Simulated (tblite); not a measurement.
C3H7Cl4FSi2.
Atom-mapped SMILES: `[F:1][C@H:2]([SiH2:3][CH2:4][Cl:5])[SiH2:6][C:7]([Cl:8])([Cl:9])[Cl:10]` (hydrogens: H11 on C2; H12, H13 on Si3; H14, H15 on C4; H16, H17 on Si6)

Computed with GFN2-xTB (tblite), gas phase: L-BFGS steps from a force-field or distance-geometry start until the largest atomic force falls under 0.01 eV/Å.

Step 14: E = -989.2273 eV
```
atom  x, y, z in Å  |  force x, y, z in eV/Å
F1     -0.0964   -1.5384   -1.7079    0.015   0.064   0.074
C2     -0.0530   -0.5765   -0.6873   -0.066   0.066   0.064
Si3     1.7419   -0.6326    0.0351   -0.068  -0.057  -0.024
C4      2.3625    1.1259    0.4613   -0.015  -0.001  -0.016
Cl5     4.1415    1.1320    0.2990    0.053   0.002   0.020
Si6    -1.4940   -0.9967    0.5077   -0.013   0.013   0.020
C7     -2.5880    0.5843    0.8363    0.100  -0.010  -0.049
Cl8    -1.6012    2.0217    1.2013    0.001  -0.119  -0.031
Cl9    -3.6573    0.2760    2.2147   -0.010   0.017  -0.044
Cl10   -3.5752    0.9239   -0.5996    0.015   0.035   0.041
H11    -0.2325    0.3785   -1.1917   -0.017  -0.034  -0.068
H12     1.7030   -1.4327    1.2597    0.070  -0.038   0.041
H13     2.5755   -1.2485   -0.9910    0.035   0.045  -0.038
H14     2.1574    1.4246    1.4866   -0.072  -0.013  -0.026
H15     1.9906    1.8993   -0.2063   -0.009   0.020  -0.011
H16    -2.3966   -1.9651   -0.1063    0.019   0.029   0.037
H17    -0.9855   -1.3636    1.8282   -0.039  -0.019   0.009
```

Step 15: E = -989.2300 eV
```
atom  x, y, z in Å  |  force x, y, z in eV/Å
F1     -0.0957   -1.5386   -1.7052    0.005   0.054   0.061
C2     -0.0544   -0.5760   -0.6858   -0.064   0.063   0.072
Si3     1.7415   -0.6328    0.0336   -0.016  -0.068  -0.028
C4      2.3643    1.1257    0.4580   -0.017   0.007   0.001
Cl5     4.1456    1.1384    0.3049    0.007  -0.005   0.019
Si6    -1.4965   -0.9954    0.5085   -0.015  -0.081   0.037
C7     -2.5873    0.5845    0.8346    0.045   0.016  -0.032
Cl8    -1.5903    2.0158    1.2006   -0.042  -0.138  -0.034
Cl9    -3.6623    0.2763    2.2123    0.035   0.039  -0.072
Cl10   -3.5781    0.9274   -0.5999    0.050   0.041   0.065
H11    -0.2355    0.3784   -1.1909   -0.011  -0.033  -0.068
H12     1.7105   -1.4340    1.2594    0.060  -0.023   0.016
H13     2.5780   -1.2456   -0.9943    0.010   0.052  -0.019
H14     2.1523    1.4194    1.4837   -0.058   0.001  -0.034
H15     1.9920    1.9006   -0.2084    0.004   0.005  -0.004
H16    -2.4011   -1.9680   -0.1042    0.060   0.073   0.060
H17    -0.9900   -1.3640    1.8325   -0.053  -0.003  -0.041
```

Step 16: E = -989.2329 eV
```
atom  x, y, z in Å  |  force x, y, z in eV/Å
F1     -0.0949   -1.5378   -1.7010   -0.011   0.028   0.042
C2     -0.0573   -0.5746   -0.6826   -0.040   0.048   0.062
Si3     1.7407   -0.6341    0.0315    0.045  -0.051  -0.015
C4      2.3660    1.1253    0.4542   -0.017   0.006   0.014
Cl5     4.1503    1.1457    0.3122   -0.054  -0.014   0.020
Si6    -1.4997   -0.9952    0.5101   -0.009  -0.143   0.049
C7     -2.5855    0.5845    0.8320   -0.023   0.022  -0.009
Cl8    -1.5788    2.0066    1.1993   -0.056  -0.122  -0.028
Cl9    -3.6674    0.2777    2.2084    0.071   0.053  -0.082
Cl10   -3.5804    0.9323   -0.5991    0.074   0.047   0.062
H11    -0.2392    0.3775   -1.1911   -0.009  -0.018  -0.055
H12     1.7202   -1.4358    1.2593    0.046  -0.007  -0.016
H13     2.5812   -1.2416   -0.9985   -0.019   0.054  -0.004
H14     2.1453    1.4137    1.4799   -0.039   0.015  -0.039
H15     1.9937    1.9022   -0.2108    0.019  -0.014   0.001
H16    -2.4052   -1.9700   -0.1008    0.077   0.090   0.066
H17    -0.9961   -1.3645    1.8367   -0.056   0.006  -0.067
```

Step 17: E = -989.2358 eV
```
atom  x, y, z in Å  |  force x, y, z in eV/Å
F1     -0.0943   -1.5363   -1.6962   -0.026  -0.006   0.025
C2     -0.0608   -0.5728   -0.6779    0.002   0.025   0.035
Si3     1.7410   -0.6362    0.0288    0.083  -0.010   0.006
C4      2.3675    1.1249    0.4505   -0.021  -0.001   0.021
Cl5     4.1544    1.1535    0.3203   -0.105  -0.025   0.021
Si6    -1.5032   -0.9974    0.5125    0.008  -0.134   0.043
C7     -2.5839    0.5842    0.8289   -0.071  -0.002   0.007
Cl8    -1.5681    1.9946    1.1975   -0.038  -0.071  -0.013
Cl9    -3.6715    0.2806    2.2032    0.081   0.054  -0.061
Cl10   -3.5815    0.9389   -0.5973    0.079   0.052   0.028
H11    -0.2431    0.3761   -1.1921   -0.009   0.001  -0.028
H12     1.7311   -1.4378    1.2587    0.032   0.004  -0.045
H13     2.5845   -1.2368   -1.0035   -0.039   0.049  -0.001
H14     2.1373    1.4085    1.4754   -0.021   0.028  -0.033
H15     1.9960    1.9038   -0.2132    0.028  -0.032   0.000
H16    -2.4087   -1.9710   -0.0963    0.062   0.067   0.049
H17    -1.0035   -1.3647    1.8401   -0.044   0.001  -0.055
```

Q: Estimate the geometry and energy of step 18. (The exact step hangs on the optimiser's Hessian estimate; all steps are aligned on step 17, rigid shifts and turns removed.)

A: E = -989.2379 eV, largest force 0.121 eV/Å
```
atom  x, y, z in Å  |  force x, y, z in eV/Å
F1     -0.0945   -1.5352   -1.6923   -0.033  -0.029   0.018
C2     -0.0634   -0.5716   -0.6735    0.038   0.001   0.006
Si3     1.7430   -0.6380    0.0267    0.071   0.030   0.018
C4      2.3685    1.1244    0.4480   -0.028  -0.007   0.020
Cl5     4.1560    1.1596    0.3273   -0.114  -0.033   0.021
Si6    -1.5058   -1.0014    0.5150    0.029  -0.059   0.020
C7     -2.5839    0.5833    0.8265   -0.068  -0.041   0.009
Cl8    -1.5608    1.9838    1.1960   -0.003  -0.016   0.002
Cl9    -3.6734    0.2844    2.1985    0.059   0.042  -0.018
Cl10   -3.5810    0.9454   -0.5956    0.063   0.055  -0.020
H11    -0.2463    0.3746   -1.1929   -0.009   0.011   0.004
H12     1.7400   -1.4391    1.2574    0.024   0.004  -0.054
H13     2.5866   -1.2326   -1.0081   -0.041   0.037  -0.011
H14     2.1307    1.4053    1.4714   -0.014   0.038  -0.013
H15     1.9985    1.9047   -0.2148    0.024  -0.038  -0.010
H16    -2.4110   -1.9711   -0.0921    0.024   0.018   0.018
H17    -1.0101   -1.3646    1.8421   -0.023  -0.013  -0.011
```

The energy changes by -0.0021 eV. The first-order estimate −F·Δx gives -0.0031 eV and the mean of the old and new forces, exact on a quadratic surface, -0.0021 eV. The step makes an angle of 70° with the force vector and moves no atom by more than 0.013 Å.

The cost below is that of the whole relaxation. On one thread, Arm Neoverse N1 (aarch64), shared host, this took 3.2 s wall.
